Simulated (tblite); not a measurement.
Compound: CH9BF2Si3.
Atom-mapped SMILES: `[F:1][B:2]([F:3])[C@H:4]([SiH3:5])[SiH2:6][SiH3:7]` (hydrogens: H8 on C4; H9, H10, H11 on Si5; H12, H13 on Si6; H14, H15, H16 on Si7)

Computed with GFN2-xTB (tblite), gas phase: L-BFGS steps from a force-field or distance-geometry start until the largest atomic force falls under 0.01 eV/Å.

Geometry at step 3:
```
atom  x, y, z in Å
F1     -2.3539    2.3000   -0.9526
B2     -1.9050    1.4021   -0.0843
F3     -2.4827    1.3547    1.1163
C4     -0.7508    0.4560   -0.4530
Si5    -1.3028   -1.3753   -0.3387
Si6     0.7221    0.7196    0.7505
Si7     2.5571   -0.4224    0.0218
H8     -0.3728    0.6330   -1.4678
H9     -1.6772   -1.6728    1.0417
H10    -0.2074   -2.2578   -0.7531
H11    -2.4401   -1.5539   -1.2351
H12     0.3479    0.2624    2.0851
H13     1.0369    2.1463    0.7759
H14     2.8801   -0.0090   -1.3425
H15     2.2758   -1.8549    0.0553
H16     3.6651   -0.1191    0.9233
```

**Question.** What forces act on the atoms?

**Answer.** 
```json
{"atom": "F1", "Fx (eV/Å)": "-0.277", "Fy (eV/Å)": "0.093", "Fz (eV/Å)": "0.400"}
{"atom": "B2", "Fx (eV/Å)": "0.266", "Fy (eV/Å)": "-0.208", "Fz (eV/Å)": "-0.135"}
{"atom": "F3", "Fx (eV/Å)": "-0.093", "Fy (eV/Å)": "0.289", "Fz (eV/Å)": "-0.398"}
{"atom": "C4", "Fx (eV/Å)": "0.311", "Fy (eV/Å)": "-0.360", "Fz (eV/Å)": "0.063"}
{"atom": "Si5", "Fx (eV/Å)": "-0.034", "Fy (eV/Å)": "0.091", "Fz (eV/Å)": "-0.001"}
{"atom": "Si6", "Fx (eV/Å)": "-0.044", "Fy (eV/Å)": "0.038", "Fz (eV/Å)": "-0.054"}
{"atom": "Si7", "Fx (eV/Å)": "-0.091", "Fy (eV/Å)": "0.009", "Fz (eV/Å)": "-0.013"}
{"atom": "H8", "Fx (eV/Å)": "-0.187", "Fy (eV/Å)": "0.048", "Fz (eV/Å)": "0.140"}
{"atom": "H9", "Fx (eV/Å)": "-0.040", "Fy (eV/Å)": "-0.037", "Fz (eV/Å)": "0.004"}
{"atom": "H10", "Fx (eV/Å)": "-0.019", "Fy (eV/Å)": "0.065", "Fz (eV/Å)": "-0.023"}
{"atom": "H11", "Fx (eV/Å)": "-0.113", "Fy (eV/Å)": "-0.084", "Fz (eV/Å)": "-0.065"}
{"atom": "H12", "Fx (eV/Å)": "-0.155", "Fy (eV/Å)": "0.135", "Fz (eV/Å)": "0.164"}
{"atom": "H13", "Fx (eV/Å)": "-0.104", "Fy (eV/Å)": "0.246", "Fz (eV/Å)": "0.137"}
{"atom": "H14", "Fx (eV/Å)": "0.207", "Fy (eV/Å)": "-0.122", "Fz (eV/Å)": "-0.044"}
{"atom": "H15", "Fx (eV/Å)": "0.234", "Fy (eV/Å)": "-0.111", "Fz (eV/Å)": "-0.070"}
{"atom": "H16", "Fx (eV/Å)": "0.140", "Fy (eV/Å)": "-0.093", "Fz (eV/Å)": "-0.105"}
```

The largest, 0.50 eV/Å, acts on F3 (F1 within 3 % of it); the rms over all components is 0.165 eV/Å. The forces sum to zero within rounding, as they must for an isolated molecule in no field.

**Question.** Give the force on F3 in Eh/bohr and in nN.

**Answer.** 0.501 eV/Å ÷ 51.422 = 0.00973 Eh/bohr, and 0.501 eV/Å × 1.602 = 0.80 nN.

**Question.** How far is this geometry from the end of the optimisation?

**Answer.** 0.118 eV above it, and 0.154 Å rms away after alignment. The bonds farthest from their final lengths, with half the difference of the two atoms' forces along the bond (positive lengthens):

```csv
bond,now (Å),final (Å),force along bond (eV/Å)
Si6–Si7,2.281,2.311,-0.02
Si6–H13,1.461,1.474,+0.10
Si6–H12,1.460,1.470,+0.10
C4–Si6,1.920,1.928,-0.15
C4–Si5,1.916,1.908,-0.17
Si5–H11,1.459,1.466,+0.06
```

The angle farthest from its final value is H12–Si6–H13, 110.2° against 105.2°.

Of the 3 listed bonds off by 0.010 Å or more, this force points towards the final length in 2.

What follows is the cost of the whole relaxation. On Arm Neoverse V2, one thread (shared host), this took 0.58 s wall.
